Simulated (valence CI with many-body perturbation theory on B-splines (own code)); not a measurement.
Values are calculated unless marked as measured or tabulated.
# Level structure of Hf LX

Level of theory: relativistic CI+MBPT: three valence electrons over a frozen Dirac-Fock core [Ne], a basis of 11 s, 11 p, 9 d, 7 f, 5 g, 2 h, 1 i functions for each j, with the one-electron correlation potential Σ1 (screened to all orders), the two-electron term Σ2, the three-electron term Σ3, Breit, model QED; selected single and double excitations, second order for the rest (own B-spline code, finite nucleus).

No measured spectrum was set against this ion. As an estimate, large intervals hold to a few tenths of a per cent, small ones and those within an open d or f shell to about a per cent.

Levels 46 to 68 of 68, with energies above the lowest level, (3s^2 3p1/2) J=1/2. "Leading %" is the weight of the configuration and term that name the level; weights of strongly mixed levels are sums over their largest components and can fall short. In the jj column 3d3/2^4 stands for four electrons in 3d with j = 3/2.

```tsv
No.	Configuration	Term	J	E (Ry)	Leading %	Leading jj	Second component
46	3p2.3d	2D	3/2	86.869	36	3p1/2 3p3/2 3d3/2 (84 %)	23 % 3p2.3d 2P
47	3p2.3d	2D	5/2	86.948	30	3p1/2 3p3/2 3d3/2 (85 %)	22 % 3p2.3d 4F
48	3p2.3d	4P	1/2	87.200	32	3p1/2 3p3/2 3d3/2 (87 %)	30 % 3p2.3d 2P
49	3s.3d2	4F	3/2	88.975	74	3s 3d3/2^2 (84 %)	13 % 3s.3d2 2D
50	3s.3d2	4F	5/2	89.898	48	3s 3d3/2^2 (76 %)	21 % 3s.3d2 2D
51	3p2.3d	4D	7/2	89.947	48	3p1/2 3p3/2 3d5/2 (98 %)	34 % 3p2.3d 4F
52	3p2.3d	2G	9/2	90.522	59	3p1/2 3p3/2 3d5/2 (92 %)	33 % 3p2.3d 4F
53	3p2.3d	2P	3/2	90.776	50	3p1/2 3p3/2 3d5/2 (94 %)	22 % 3p2.3d 4P
54	3p2.3d	2D	5/2	91.102	42	3p1/2 3p3/2 3d5/2 (88 %)	22 % 3p2.3d 4D
55	3s.3d2	4P	1/2	91.301	62	3s 3d3/2^2 (83 %)	23 % 3s.3d2 2S
56	3p2.3d	2F	7/2	91.957	50	3p1/2 3p3/2 3d5/2 (80 %)	18 % 3p2.3d 4F
57	3p2.3d	4P	5/2	92.127	39	3p1/2 3p3/2 3d5/2 (92 %)	24 % 3p2.3d 2F
58	3p2.3d	2P	1/2	92.872	45	3p1/2 3p3/2 3d5/2 (86 %)	36 % 3p2.3d 2S
59	3p2.3d	2D	3/2	93.109	60	3p1/2 3p3/2 3d5/2 (92 %)	13 % 3p2.3d 4D
60	3s.3d2	4F	7/2	94.131	83	3s 3d3/2 3d5/2 (84 %)	7 % 3p2.3d 2F
61	3s.3d2	4F	5/2	94.352	42	3s 3d3/2 3d5/2 (94 %)	27 % 3s.3d2 4P
62	3s.3d2	4P	3/2	94.760	85	3s 3d3/2 3d5/2 (98 %)	9 % 3s.3d2 2D
63	3s.3d2	2G	9/2	95.292	53	3s 3d3/2 3d5/2 (87 %)	40 % 3s.3d2 4F
64	3s.3d2	2F	5/2	95.872	50	3s 3d3/2 3d5/2 (84 %)	30 % 3s.3d2 4P
65	3s.3d2	2G	7/2	95.892	74	3s 3d3/2 3d5/2 (95 %)	21 % 3s.3d2 2F
66	3p3	2P°	3/2	95.917	51	3p3/2^3 (97 %)	28 % 3p3 2D°
67	3s.3d2	2D	3/2	96.202	37	3s 3d3/2 3d5/2 (83 %)	32 % 3s.3d2 2P
68	3s.3d2	2P	1/2	96.920	57	3s 3d3/2 3d5/2 (79 %)	22 % 3s.3d2 4P
```
